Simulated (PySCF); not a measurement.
An unknown shows these calculated signals:

¹H NMR (400 MHz, computed): δ 6.50 (br s, 1H), 6.49 (br s, 1H), 6.33 (br s, 1H), 5.49 (m, 1H), 4.58 (m, 1H), 4.51 (m, 1H), 2.01 (s, 3H).

¹³C{¹H} NMR (computed): δ 179.6 (C), 143.3 (C), 141.9 (CH2), 86.9 (CH), 28.0 (CH3).

Theoretical values (PySCF 2.14): structure optimised with GFN2-xTB, PBE0/pcSseg-1 with gauge-including orbitals. One averaged value for each set of equivalent atoms, relativity neglected, single conformer, no solvent model.

References, each an isolated molecule treated in the same way: ¹H (31.72 ppm), ¹³C (186.93 ppm) vs TMS.

**Question.** Which of these does the molecule contain: a vinyl group CH=CH2, a Si–H bond, a CH3CH2 unit, a carboxylic acid, a non-aromatic C=C double bond, an amide?

**Answer.** 
- A vinyl group CH=CH2: no.
- A Si–H bond: yes (δH 4.51 (m), 4.58 (m)).
- A CH3CH2 unit: no.
- A carboxylic acid: yes (δC 179.6; δH 6.49 (br s)).
- A non-aromatic C=C double bond: yes.
- An amide: no.

The data belong to SMILES C=C(C)[SiH2][C@H](F)C(=O)O, C$_{5}$H$_{9}$FO$_{2}$Si; they needn't prove each group on their own.

Carbon signals by region: 1 in the far downfield region (above 160 ppm), 2 in the sp2 and nitrile region (100–160 ppm), 1 at 50–100 ppm, 1 below 50 ppm. Above 160 ppm: 179.6, carboxylic acid carbon.

OH/NH shifts are gas-phase values; hydrogen bonding in solution moves them, usually downfield. Splittings by ¹⁹F in the carbon and heteronuclear signals aren't shown, as no couplings were computed. Shifts are as computed. Against solution values, carbons near 30 ppm lie about +3 ppm off and those near 130 ppm about +5 ppm. Of 1211 compounds with measured shifts, 218 miss one by over three times the rms of a fit or turn the order of signals round; such compounds aren't used in these exercises. The C=O carbon of an acid or of an amide with N–H lies up to 10 ppm further downfield in solution, through hydrogen bonding that the calculation lacks. Multiplicities follow the n + 1 count of equivalent neighbours, as no J values were calculated; m marks all less simple cases, F and P coupling included.
